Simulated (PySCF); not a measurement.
C4H8F2O2Si.
Z-matrix (Å and degrees, PBE0-D3(BJ)/def2-SVP geometry), rows numbered from 1:
```
F 
C   1  1.3522
F   2  1.3325  1  107.89
O   2  1.3576  1  110.26  3  -116.96
C   4  1.4172  2  115.01  1   -76.67
C   5  1.5236  4  106.78  2   176.78
C   6  1.5367  5  107.50  4    76.22
Si  7  1.8866  6  100.99  5    33.26
O   5  1.3951  4  110.17  2   -64.55
H   2  1.1036  1  108.19  3   119.24
H   5  1.1027  4  109.20  2    54.25
H   6  1.0997  5  110.06  4   -47.49
H   6  1.1014  5  107.62  4  -164.78
H   7  1.1011  6  110.62  5   -82.50
H   7  1.0989  6  112.61  5   156.62
H   8  1.4907  7  115.91  6    98.56
H   8  1.4903  7  115.33  6  -132.02
```

Level: PBE0/pcSseg-1 in PySCF, non-relativistic, on one gas-phase PBE0-D3(BJ)/def2-SVP geometry that isn't relaxed in the solvent. The solvent is an IEF-PCM continuum (Bondi radii, 1.10 Å for H, scaled by 1.2). Only the electrostatic response of the medium enters.

| medium | total energy (Eh) | HOMO (eV) | LUMO (eV) | dipole (D) |
| --- | --- | --- | --- | --- |
| gas phase | -796.201368 | -8.688 | 0.266 | 3.017 |
| benzene (ε = 2.271) | -796.204945 | -8.591 | 0.420 | 3.273 |

Q: What is E(solvent) − E(gas) in benzene, in kJ/mol?

A: -796.204945 − (-796.201368) = -0.003577 Eh = -9.39 kJ/mol.

Q: Scale it by Onsager's factor (ε − 1)/(2ε + 1) to dimethylsulfoxide (ε = 46.83), and compare with the calculation.

A: The factor goes from 0.229 to 0.484, a ratio of 2.111, which gives -19.83 kJ/mol. The calculation gives -20.24 kJ/mol (total energy -796.209079 Eh), so the scaled value is 2.1 % too small in size.

Q: Scale the changes of the other columns the same way. What are the values in dimethylsulfoxide?

A: 
| quantity | scaled | computed | difference |
| --- | --- | --- | --- |
| HOMO (eV) | -8.484 | -8.516 | +0.032 |
| LUMO (eV) | 0.590 | 0.548 | +0.042 |
| dipole (D) | 3.558 | 3.567 | -0.009 |

Q: How does each lowering split into the polarisation term (half the interaction with the induced surface charges) and the distortion of the solute's density?

A: benzene: -9.84 + 0.45 kJ/mol, the distortion taking back 5 % of the polarisation term; dimethylsulfoxide: -22.39 + 2.15 kJ/mol, the distortion taking back 10 % of the polarisation term.
